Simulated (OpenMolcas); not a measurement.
# 5d3 along the 71-electron sequence

| Item | Value |
| --- | --- |
| Program | OpenMolcas |
| Method | RASSCF |
| Basis | ANO-R2 |
| Scalar Hamiltonian | X2C, finite nucleus |
| Spin-orbit coupling | state interaction with AMFI integrals over the reference wave functions, term energies averaged over their components |

Active space for each ion: 9 electrons in 8 orbitals (RAS1 5p, at most 2 holes; RAS2 5d).

Computed levels in cm-1 above 4F 3/2:

| Level | Ta2+ | W3+ | Re4+ | Os5+ | Ir6+ | Pt7+ |
| --- | --- | --- | --- | --- | --- | --- |
| 4F 5/2 | 2616 | 3815 | 5004 | 6517 | 8211 | 10217 |
| 4F 7/2 | 5296 | 7450 | 9521 | 12013 | 14693 | 17714 |
| 4F 9/2 | 7732 | 10492 | 13066 | 15962 | 18948 | 22141 |
| 4P 1/2 | 12177 | 14434 | 16666 | 18995 | 21463 | 24121 |
| 2G 7/2 | 15035 | 18472 | 21884 | 25605 | 29621 | 34071 |
| 4P 5/2 | 15878 | 19555 | 23123 | 27012 | 31116 | 35557 |
| 2P 1/2 | 18944 | 23298 | 27580 | 32247 | 37223 | 42653 |
| 2H 11/2 | 21566 | 26473 | 31246 | 36321 | 41673 | 47428 |
| 2D 5/2(1) | 22201 | 27376 | 32423 | 37854 | 43582 | 49734 |
| weight of 4F in the lowest level (%) | 92 | 89 | 87 | 84 | 81 | 78 |

Mixed levels, with the weight of the term that names them: Re4+ 4F 9/2 (73 %), Re4+ 4P 1/2 (75 %), Re4+ 2P 1/2 (75 %), Os5+ 4F 9/2 (66 %), Os5+ 4P 1/2 (73 %), Os5+ 2P 1/2 (73 %), Ir6+ 4F 9/2 (58 %), Ir6+ 4P 1/2 (71 %), Ir6+ 2P 1/2 (71 %), Pt7+ 4F 9/2 (51 %), Pt7+ 4P 1/2 (70 %), Pt7+ 2P 1/2 (70 %).

Measured, with the error of the calculation in %. Measured levels: W3+ from the list in J. Phys. B 45, 035001 (2012); Re4+ from the list in Brasseur, Gamrath and Quinet, At. Data Nucl. Data Tables 157, 101636 (2024); Os5+ from the list in Brasseur, Palmeri and Quinet, Atoms 13, 11 (2025).

```csv
Level,W3+,Re4+,Os5+
4F 5/2,3537 (+7.8),4853 (+3.1),6397 (+1.9)
4F 7/2,6745 (+10.5),8973 (+6.1),11444 (+5.0)
4F 9/2,9256 (+13.3),11914 (+9.7),14678 (+8.7)
4P 1/2,11773 (+22.6),14325 (+16.3),16772 (+13.2)
2G 7/2,15261 (+21.0),19013 (+15.1),22920 (+11.7)
4P 5/2,17190 (+13.8),20922 (+10.5),24828 (+8.8)
2P 1/2,18365 (+26.9),23669 (+16.5),28860 (+11.7)
2H 11/2,22223 (+19.1),27077 (+15.4),32156 (+13.0)
2D 5/2(1),22766 (+20.2),28739 (+12.8),34418 (+10.0)
```

The fine-structure level 4F 9/2 changes by a factor of 2.86 from Ta2+ to Pt7+. Its fourth root runs 9.38, 10.12, 10.69, 11.24, 11.73, 12.20, with steps per unit of Z of 0.74, 0.57, 0.55, 0.49, 0.47; equal steps would mean a (Z - σ)^4 law with constant σ.

4P 1/2 changes by a factor of 1.98 over the same range, with steps per unit of Z of +2260, +2230, +2330, +2470, +2660 cm-1.

Without dynamic correlation excited terms often stand tens of per cent too high (terms of higher spin than the ground term too low), and those without a measured partner can miss by more than the paired ones. Active for correlation alone: 5p; no level in the range computed is led by a configuration that opens it, so any true level of that kind is missing. Some levels mix across a computed gap that differs much from the measured one, so their mixing is not that of the real levels (holds for W3+). Computed and measured levels are paired by configuration, term and J; levels that our copy of the source lacks, or whose pairing is in doubt (as where it misses far off the trend of its configuration), stay unpaired and out of the deviations. Only configurations of the active space appear.

A number in round brackets counts repeated terms of one configuration in the order of the reference energies.
